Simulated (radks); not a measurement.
Values are calculated unless marked as measured or tabulated.
Task: These are the eigenvalues of the occupied orbitals of an atom or ion with whole-number occupations (eV). Level of theory: scalar-relativistic Kohn-Sham, BLYP, spin-polarised, spherical densities, finite nucleus; Fermi nuclear charge, rms radius of each element as measured or else 0.836 A^(1/3) + 0.57 fm (a radial shooting solver on a logarithmic mesh with Libxc functionals).

orbital  eigenvalue
1s up     -4405.296
1s down   -4405.275
2s up     -481.3696
2s down   -481.3519
2p up     -395.4256
2p down   -395.3998
3s up      -60.8287
3s down    -60.7777
3p up      -39.2109
3p down    -39.1633
4s up       -5.8492
4s down     -5.4396
4p up       -2.4742

Which element is it, and in what charge state? The configuration may be excited. Open shells, if any, are filled with parallel spins first.

Result: Z = 21, scandium, charge 0: Sc in [Ar] 4s2 4p1. The list shows which subshells hold electrons but not how many an open one holds; the 1s level, -161.89 hartree, gives Z - s = 18.0 by -(Z - s)^2/2, which with screening and relativity narrows Z to a few neighbours, and the depths of the outer levels then fix element, charge and occupations together.
